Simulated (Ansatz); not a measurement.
`C[Si](C)(C)Cl` + H₂ → `C[SiH](C)C` + HCl at 500 K and 1 bar (hydrogenolysis of the Si–Cl bond).

Gas-phase electronic energies from Ansatz, PBE0-D4/def2-TZVP geometries. CCSD(T)/CBS adds triple-zeta CCSD(T) − MP2 to the extrapolated MP2 energy (def2 sets, frozen cores). This one scheme is used for every species.

```csv
species,CCSD(T)/CBS energy (Eh),H − E (kJ/mol),S (J/(mol·K))
`C[Si](C)(C)Cl`,-868.53638,352.0,442.6
H₂,-1.17544,41.0,145.5
`C[SiH](C)C`,-409.29330,362.9,405.1
HCl,-460.38127,32.5,201.9
```

H − E and S are ideal-gas, rigid-rotor, harmonic terms from PBE0-D4/def2-TZVP. The MP2-based limit puts H₂ 0.8 mEh under its directly extrapolated value; such offsets cancel only in part. 1 Eh = 2625.50 kJ/mol, R = 8.31446 J/(mol·K).

By hand: ΔE, ΔH, ΔS and ΔG.

ΔE = (-409.29330) + (-460.38127) − (-868.53638) − (-1.17544) = 0.03725 Eh = 97.8 kJ/mol. Δ(H − E) = 362.9 + 32.5 − 352.0 − 41.0 = 2.4, so ΔH = 100.2 kJ/mol. ΔS = 405.1 + 201.9 − 442.6 − 145.5 = 18.9 J/(mol·K). ΔG = 100.2 − 500 × (18.9)/1000 = 90.8 kJ/mol.

By hand: the equilibrium constant, and the temperature at which ΔG would vanish if ΔH and ΔS stayed fixed.

log₁₀ K = −ΔG/(RT ln 10) = -9.5. ΔG = 0 at ΔH/ΔS = 5302 K, far beyond where these terms or the molecules hold.

ΔH outweighs TΔS. A doubt of 5 kJ/mol in ΔE shifts log₁₀ K by 0.5 here. These are equilibria of isolated gas molecules and say nothing of rates. Largest T1 diagnostic: 0.009 (customary marks: 0.02 for closed shells, 0.045 for open ones).
